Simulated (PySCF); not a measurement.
A PySCF script (with the pyscf-properties extension) for the NMR shieldings of `C=C[C@@H]1CP[C@@H]1C`, C$_{6}$H$_{11}$P, on a GFN2-xTB geometry:

```python
import basis_set_exchange as bse
import numpy as np
from pyscf import gto, dft
from pyscf.prop import nmr

atoms = """
C     2.555555   -0.036651    0.499314
C     1.441418   -0.035219   -0.210087
C     0.141369   -0.579618    0.273762
C    -0.636086   -1.452083   -0.727271
P    -2.285191   -0.779659   -0.141720
C    -1.000267    0.447547    0.508853
C    -0.929304    1.703237   -0.344982
H     3.476441    0.373198    0.119951
H     2.593343   -0.446953    1.495879
H     1.434814    0.381200   -1.208691
H     0.308389   -1.136654    1.200596
H    -0.453790   -1.150964   -1.760414
H    -0.490032   -2.527695   -0.646282
H    -2.286715   -1.538692    1.042271
H    -1.127937    0.727496    1.557433
H    -0.871450    1.453071   -1.402897
H    -1.822457    2.306266   -0.188659
H    -0.056861    2.298491   -0.078712
"""
names = dict.fromkeys(["C", "P", "H"], "pcSseg-1")
basis = {el: gto.basis.parse(bse.get_basis(n, elements=[el], fmt="nwchem")) for el, n in names.items()}
mol = gto.M(atom=atoms, basis=basis, charge=0, verbose=0)
mf = dft.RKS(mol, xc="PBE0")
mf.grids.level = 2
mf.grids.alignment = dft.numint.BLKSIZE   # the property module wants whole blocks of grid points
mf.conv_tol = 1e-9
mf.kernel()

calc = nmr.RKS(mf)   # GIAO
C = mf.mo_coeff
Co = C[:, mf.mo_occ > 0]
resp = mf.gen_response(singlet=True, hermi=2)
def vind(x):   # induced exchange potential for any number of trial vectors
    d = np.einsum("pi,xij,qj->xpq", C, 2 * x.reshape(-1, C.shape[1], Co.shape[1]), Co, optimize=True)
    return np.einsum("xpq,pi,qj->xij", resp(d - d.transpose(0, 2, 1)), C, Co, optimize=True).ravel()
mo1, _ = nmr.rhf.solve_mo1(calc, with_cphf=vind)
sigma = calc.kernel(mo1)
for i, s in enumerate(sigma):   # ppm
    print("%2d %-2s %9.2f" % (i, mol.atom_pure_symbol(i), np.trace(s) / 3))
```

Problem. What does it print?

Solution. 
```
 0 C      66.05
 1 C      35.98
 2 C     133.55
 3 C     166.51
 4 P     404.22
 5 C     153.60
 6 C     170.05
 7 H      26.54
 8 H      26.44
 9 H      25.48
10 H      28.07
11 H      29.81
12 H      29.76
13 H      27.45
14 H      29.42
15 H      30.34
16 H      30.44
17 H      30.22
```

These numbers come from an equivalent density-fitted implementation of the same equations, which agrees with the script to about 0.01 ppm for H and up to a few tenths of a ppm for heavy atoms, so last digits may differ.

Size and cost of the density-fitted run: 181 basis functions, about 60 core-seconds.
